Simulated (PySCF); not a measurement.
## [Sm(CH3)2]+ at several levels of theory

Computed with PySCF 2.14.0 (density fitting, no spin-orbit coupling) at the geometry relaxed with PBE0:

```xyz
9
[Sm(CH3)2]+ (singlet in the valence; each metal's 4f electrons, 5 of them, lie in its core potential, out of spins and levels)
Sm    0.0000    0.0000   -0.2520
C     1.7496    0.0198    1.2443
H     2.7325   -0.2193    0.7960
H     1.8428    1.0078    1.7372
H     1.5610   -0.7118    2.0539
C    -1.7496   -0.0198    1.2443
H    -2.7325    0.2193    0.7960
H    -1.8428   -1.0078    1.7372
H    -1.5610    0.7118    2.0539
```

| level | basis | state | HOMO (eV) | gap (eV) | charge on Sm1 (e) | population of f-type functions on Sm1 (polarisation alone where 4f lies in the core) | dipole about the centre of mass (D) | largest force component (eV/Å) |
| --- | --- | --- | --- | --- | --- | --- | --- | --- |
| PBE0 | Sm lcecp-1-SVP with ECP51, C def2-SVP, H def2-SVP | singlet | -11.49 | 4.59 | 1.28 | 0.03 | 3.70 | 0.01 |
| M06-L | the same | singlet | -10.40 | 3.56 | 1.40 | 0.03 | 3.85 | 0.09 |
| PBE0 | Sm lcecp-1-TZVP with ECP51, C def2-TZVP, H def2-TZVP | singlet | -11.46 | 4.58 | 1.56 | 0.03 | 3.84 | 0.26 |

In the lcecp rows the 4f levels are missing from HOMO and gap, and the state counts the valence alone.

Charges are Mulliken's, which hang on the basis. The relaxation used the grid (50, 194), these runs (75, 302) or, all-electron (x2c bases, spin-free X2C Hamiltonian), (99, 590).

Question: What does TPSS with Sm lcecp-1-SVP with ECP51, C def2-SVP, H def2-SVP give here?

Answer: state singlet, HOMO (eV) -10.39, gap (eV) 2.92, charge on Sm1 (e) 1.25, population of f-type functions on Sm1 (polarisation alone where 4f lies in the core) 0.03, dipole about the centre of mass (D) 3.46, largest force component (eV/Å) 0.41. Time: 8.6 s on 2 threads of Arm Neoverse V1, with other jobs on the host, from an already converged density.

In the first row's basis the gap widens with exact exchange: 2.9 to 3.6 eV for TPSS, M06-L (none); 4.6 eV for PBE0 (a fixed share).

An lcecp potential fixes the number of 4f electrons, so in runs with it no electron can move into or out of that shell.
